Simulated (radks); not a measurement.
The numbers below are computed, except where a source is named.
Task: Spherical quantum dot in the effective-mass picture: electrons in a hard-walled sphere of unknown radius, with a point charge +2 (a donor) at the centre, all in effective atomic units (hartree* = m*/eps^2 hartree, bohr* = eps/m* bohr), one dielectric constant everywhere. Level of theory: non-relativistic Kohn-Sham, PBE, spin-polarised, spherical densities (a radial shooting solver with Libxc functionals). Levels are named by radial order and angular momentum (1s, 1p, 1d, 2s, ...), and open shells are averaged over m. Each electron was tried in the lowest free levels, single moves between levels near the top were tried too, and the lowest total energy was kept; such a search can miss a lower state. The values of mu = E(N) - E(N-1) (hartree*) for N = 2 to 12 are -0.89916, 0.081482, 0.23656, 0.40506, 0.53424, 0.69234, 0.85243, 0.98510, 1.1195, 1.3136, 1.4457. Estimate radius.

Result: radius = 8.7 (effective atomic units). The central charge lowers the s levels, so the charging steps and shell gaps carry the answer. The first electron has mu near pi^2/(2 R^2) without a central charge, and the charging energy goes as 1/R.
